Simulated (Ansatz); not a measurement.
Geometry optimisation, Ansatz, RKS B3LYP-D4/def2-SVP.

Input file:

```yaml
crystal:
  periodic: [false, false, false]
  atoms:
    - { symbol: W, position_ang: [-0.022637, 0.347481, -0.332229] }
    - { symbol: Cl, position_ang: [0.644097, 0.112349, 3.189514] }
    - { symbol: H, position_ang: [1.18626, -0.549201, 0.405379] }
    - { symbol: F, position_ang: [-0.984633, 1.466169, 0.765992] }
    - { symbol: F, position_ang: [-1.624844, -0.083969, -1.252067] }
    - { symbol: H, position_ang: [-0.471508, -1.082647, 0.417657] }
    - { symbol: F, position_ang: [0.723869, -0.006157, -1.973887] }
    - { symbol: Br, position_ang: [1.954889, 1.904687, 0.127558] }
    - { symbol: H, position_ang: [1.410807, 1.090486, 2.698283] }
basis:
  gaussian: { orbitals: def2-SVP }
hamiltonian:
  xc: b3lyp
  dispersion: d4
relax:
  f_tol: 0.03
  max_steps: 50
```

Launched with:

```bash
$ ansatz run input.yaml --threads 4 --pin off --max-ram 5120MiB --backend cpu --events-out ev --progress --plain --runs-dir out
```

Question: Where does it end, and by what steps?

Answer: It converged. After 7 steps the energy has fallen by 0.044 eV; Cl2 moved furthest, 0.23 Å.

| step | energy less start (eV) | largest force component (eV/Å) | accepted |
| --- | --- | --- | --- |
| 0 | 0.0000 | 0.792 | yes |
| 1 | -0.0067 | 0.663 | yes |
| 2 | 0.0593 | 1.475 | no |
| 3 | -0.0346 | 0.259 | yes |
| 4 | -0.0403 | 0.257 | yes |
| 5 | -0.0437 | 0.070 | yes |
| 6 | -0.0441 | 0.041 | yes |
| 7 | -0.0444 | 0.029 | yes |

```xyz
9
Properties=species:S:1:pos:R:3
W -0.045 0.357 -0.382
Cl 0.820 0.137 3.336
H 1.103 -0.550 0.435
F -1.073 1.418 0.720
F -1.600 -0.055 -1.384
H -0.566 -1.035 0.394
F 0.811 -0.053 -1.965
Br 1.847 1.925 0.146
H 1.519 1.054 2.745
```

Whether the end is a true minimum wasn't checked by a vibrational analysis.

Run time: 32 s on 4 threads of Arm Neoverse V1, on a shared host, peak memory 0.42 GiB.
